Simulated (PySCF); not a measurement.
## Fractional electron number in K⁺ (potassium, charge +1)

The 3p beta orbital of [Ar] is emptied in steps (occupation f), with all orbitals relaxed, ending at [Ne] 3s2 3p5. All numbers are calculated (PySCF 2.14, no relativity, point nucleus, in def2-TZVP (6s4p3d, 33 functions)). The exact energy is a straight line in f; departures are measured from the line between the end points of the same method.

```csv
f,UHF (eV),LDA (eV),PBE (eV),PBE0 (eV),r2SCAN (eV),LC-wPBE (eV),BHandHLYP (eV),wB97X (eV),BLYP (eV),M06-2X (eV)
1,0.000,0.000,0.000,0.000,0.000,0.000,0.000,0.000,0.000,0.000
0.8,0.212,-1.107,-1.074,-0.757,-0.992,-0.288,-0.447,-0.342,-1.079,-0.484
0.6,0.312,-1.664,-1.610,-1.133,-1.473,-0.429,-0.672,-0.510,-1.620,-0.730
0.4,0.306,-1.667,-1.607,-1.129,-1.453,-0.424,-0.674,-0.505,-1.621,-0.717
0.2,0.200,-1.112,-1.067,-0.749,-0.955,-0.277,-0.451,-0.333,-1.080,-0.454
0,0.000,0.000,0.000,0.000,0.000,0.000,0.000,0.000,0.000,0.000
```

| method | E(f=0) − E(f=1) (eV) | −ε at f=1 (eV) | −ε at f=0.4 (eV) |
| --- | --- | --- | --- |
| UHF | 30.504 | 31.860 | 30.219 |
| LDA | 31.864 | 24.965 | 33.243 |
| PBE | 31.601 | 24.887 | 32.963 |
| PBE0 | 31.656 | 26.922 | 32.621 |
| r2SCAN | 31.724 | 25.482 | 33.043 |
| LC-wPBE | 31.748 | 29.938 | 32.134 |
| BHandHLYP | 31.576 | 28.792 | 32.126 |
| wB97X | 31.638 | 29.491 | 32.087 |
| BLYP | 31.469 | 24.732 | 32.822 |
| M06-2X | 31.745 | 28.757 | 32.469 |

Orbital energy along the path (eV):

| f | UHF | LDA | PBE | PBE0 | r2SCAN | LC-wPBE | BHandHLYP | wB97X | BLYP | M06-2X |
| --- | --- | --- | --- | --- | --- | --- | --- | --- | --- | --- |
| 1 | -31.860 | -24.965 | -24.887 | -26.922 | -25.482 | -29.938 | -28.792 | -29.491 | -24.732 | -28.757 |
| 0.8 | -31.278 | -27.699 | -27.573 | -28.823 | -28.046 | -30.676 | -29.894 | -30.364 | -27.415 | -29.905 |
| 0.6 | -30.732 | -30.461 | -30.270 | -30.727 | -30.583 | -31.413 | -31.005 | -31.235 | -30.115 | -31.144 |
| 0.4 | -30.219 | -33.243 | -32.963 | -32.621 | -33.043 | -32.134 | -32.126 | -32.087 | -32.822 | -32.469 |
| 0.2 | -29.736 | -36.033 | -35.629 | -34.487 | -35.369 | -32.817 | -33.258 | -32.900 | -35.524 | -33.585 |
| 0 | -29.280 | -38.814 | -38.230 | -36.303 | -37.612 | -33.436 | -34.413 | -33.716 | -38.205 | -34.473 |

Reference removal energy between the ground levels: 31.625 eV (measured; NIST Atomic Spectra Database, ionization energies). The calculation has no spin-orbit coupling. UHF lacks correlation.
